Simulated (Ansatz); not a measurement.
Calculated with Ansatz (gas phase, PBE0-D4/def2-TZVP geometries, no zero-point term in ΔE). CBS: MP2 limit from def2 TZ/QZ plus the TZ coupled-cluster correction, frozen cores. This one scheme is used for every species. Functionals use def2-TZVPP. One conformer a species, not always the lowest.

Consider the cleavage of the Si–B bond: `OB(F)[SiH2]S` + `N[SiH3]` → `[SiH3]N[SiH2]S` + `OBF`.

Q: Is it downhill or uphill in electronic energy at CCSD(T)/CBS, and by how much? (Best estimate.)

A: Computed: Downhill: ΔE = -22.6 kcal/mol.

Q: What do these levels give: PBE-D4, PBE0-D4, ωB97M-V, PBE, HF/def2-TZVPP, MP2/def2-QZVPP? (Best estimate.)

A: Computed: PBE-D4 -18.4, PBE0-D4 -19.9, ωB97M-V -22.4, PBE -17.8, HF/def2-TZVPP -24.9, MP2/def2-QZVPP -24.6 kcal/mol.

Largest T1 diagnostic among the species: 0.013.

From PBE to PBE0 (25 % exact exchange), in def2-TZVPP and without D4, ΔE moves by −1.6 kcal/mol. The D4 term adds −0.9 kcal/mol with B3LYP and −0.5 kcal/mol with PBE0; it sums over pairs of atoms, weighted by their polarisabilities, and B3LYP, whose exchange is more repulsive, gets the larger term.

B3LYP here is the variant with VWN-RPA as its local correlation; programs differ in this.
